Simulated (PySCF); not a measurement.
## Radial density of Sb⁺ (antimony, charge +1)

UHF, [Kr] 4d10 5s2 5p2, high-spin 3P determinant. Calculation: PySCF 2.14, in ANO-RCC-VTZP (7s6p4d2f1g, 68 functions); the spin-free X2C one-electron Hamiltonian (Gaussian nucleus).

| r (bohr) | 4πr²ρ (e/bohr) | 4πr²(ρα − ρβ) |
| --- | --- | --- |
| 0.0244 | 64.04 | 0.0078 |
| 0.0411 | 56.89 | 0.0234 |
| 0.0692 | 78.05 | 0.0283 |
| 0.116 | 74.78 | -0.0101 |
| 0.196 | 61.89 | 0.0292 |
| 0.329 | 57.93 | 0.0171 |
| 0.554 | 21.36 | 0.0979 |
| 0.931 | 21.46 | -0.0139 |
| 1.57 | 5.258 | 0.4974 |
| 2.63 | 1.699 | 0.8782 |
| 4.43 | 0.2009 | 0.1508 |
| 7.45 | 0.001258 | 0.0012 |
| 12.5 | 3.487e-05 | 0.0000 |

Densities and radii are taken from the X2C orbitals without a picture-change correction, which distorts them close to the nucleus.

(1) Where is the radial spin density 4πr²(ρα − ρβ) most negative, and why is it negative at all?

## Answers

(1) Around r = 0.931 bohr, down to -0.0139 e/bohr: exchange with the open shell polarises the paired shells in an unrestricted calculation.
